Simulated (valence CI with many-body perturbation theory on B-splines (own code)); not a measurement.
Values are calculated unless marked as measured or tabulated.
**Gd XV: configurations and terms from energies and g**

Level of theory: valence CI with perturbative core correlation (CI+MBPT): four valence electrons over a frozen Dirac-Fock core [Kr] 4d10, radial functions for each j: 7 s, 7 p, 7 d, 7 f, 4 g, 2 h, with the one-electron correlation potential Σ1 (screened to all orders), the two-electron term Σ2, the three-electron term Σ3, Breit, model QED; selected single and double excitations, second order for the rest, scaled by the run's own slope (own B-spline code, finite nucleus).

No measured levels were compared; by estimate terms of the open shell hold to a few per cent of their energy, and close levels can change places; configurations with another count of f electrons can be misplaced by thousands of cm⁻¹.

| No. | J | Parity | E (cm⁻¹) | g |
| --- | --- | --- | --- | --- |
| 1 | 4 | odd | 0.0 | 0.606 |
| 2 | 5 | odd | 2836 | 0.901 |
| 3 | 6 | odd | 6419 | 1.070 |
| 4 | 7 | odd | 10376 | 1.176 |
| 5 | 8 | odd | 14522 | 1.246 |
| 6 | 5 | odd | 17157 | 0.851 |
| 7 | 1 | odd | 21469 | 0.034 |
| 8 | 4 | even | 21609 | 0.608 |
| 10 | 6 | odd | 23411 | 1.025 |
| 11 | 5 | even | 24747 | 0.902 |
| 12 | 3 | odd | 24910 | 1.242 |
| 16 | 6 | even | 28033 | 1.069 |
| 18 | 7 | odd | 29326 | 1.135 |
| 20 | 7 | even | 31365 | 1.172 |

Energies count from the lowest level. Strongly mixed levels and levels close to another of their J and parity, and those with J = 0 are left out, so the numbers can have gaps.

(1) Give configuration and LS term of each level.

## Answers

(1) 1: 4f3 5s 5I°; 2: 4f3 5s 5I°; 3: 4f3 5s 5I°; 4: 4f3 5s 5I°; 5: 4f3 5s 5I°; 6: 4f3 5s 3I°; 7: 4f3 5s 5F°; 8: 4f4 5I; 10: 4f3 5s 3I°; 11: 4f4 5I; 12: 4f3 5s 5F°; 16: 4f4 5I; 18: 4f3 5s 3I°; 20: 4f4 5I.
